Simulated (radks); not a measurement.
Tm LXIX, 1 electrons, occupied as 1s1. Calculated with a radial shooting solver on a logarithmic mesh with Libxc functionals: Dirac Kohn-Sham, LDA (Slater exchange, Perdew-Wang correlation), spin-unpolarised, spherical densities, point nucleus.

Radial electron density D(r) = 4 pi r^2 rho(r):

r (bohr)   D(r) (e/bohr)
0.0009653          2.340
0.001063           2.726
0.00117            3.171
0.001277           3.637
0.001406           4.217
0.001547           4.882
0.001703           5.640
0.00186            6.426
0.002048           7.392
0.002254           8.481
0.002461           9.595
0.002709           10.95
0.002982           12.44
0.003283           14.09
0.003585           15.74
0.003946           17.67
0.004343           19.75
0.004781           21.94
0.005221           24.04
0.005747           26.40
0.006326           28.77
0.006963           31.10
0.007604           33.15
0.00837            35.21
0.009213           37.00
0.01006            38.32
0.01107            39.34
0.01219            39.82
0.01342            39.68
0.01465            38.97
0.01613            37.53
0.01775            35.42
0.01954            32.68
0.02134            29.70
0.02349            26.07
0.02586            22.22
0.02824            18.64
0.03108            14.87
0.03421            11.41
0.03766            8.379
0.04113            6.056
0.04527            4.042
0.04983            2.547
0.05485            1.507
0.0599            0.8763
0.06593           0.4509
0.07258           0.2135
0.07989          0.09216
0.08724          0.03906
0.09603          0.01377
0.1057          0.004296
0.1154          0.001314
0.1271         0.0003135

D(r) has 1 maximum, at r = 0.0126 bohr.
